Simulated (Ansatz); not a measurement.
Consider the formal exchange of groups at the Si–O bond: `C=C[Si](O)(O)O[SiH3]` + `N[CH2][GeH3]` → `N[CH2][GeH2][SiH3]` + `C=C[Si](O)(O)O`.

Computed with Ansatz on PBE0-D4/def2-TZVP structures; ΔE is electronic, products minus reactants. CBS: MP2 limit from def2 TZ/QZ plus the TZ coupled-cluster correction, frozen cores. For Ge outer-core shells are correlated without core-valence functions, which leaves a few kJ/mol of doubt a bond. Scalar relativity is left out up to krypton. Each species was taken in one conformer, which may not be the lowest.

```tsv
species	SCS-MP2/def2-TZVPP energy (Eh)
`C=C[Si](O)(O)O[SiH3]`	-884.47677
`N[CH2][GeH3]`	-2172.43240
`N[CH2][GeH2][SiH3]`	-2462.67668
`C=C[Si](O)(O)O`	-594.19731
```

Task: Work out ΔE.

Result: ΔE = (-2462.67668) + (-594.19731) − (-884.47677) − (-2172.43240) = 0.03518 Eh = +92.4 kJ/mol. CCSD(T)/CBS gives +83.4 kJ/mol.

Largest T1 diagnostic among the species: 0.012.

In def2-TZVPP, CCSD(T) changes the Hartree–Fock value by −28.5 kJ/mol (the triples alone add −3.6 kJ/mol) and MP2 by −24.9 kJ/mol. From PBE to PBE0 (25 % exact exchange), in def2-TZVPP and without D4, ΔE moves by +7.7 kJ/mol.
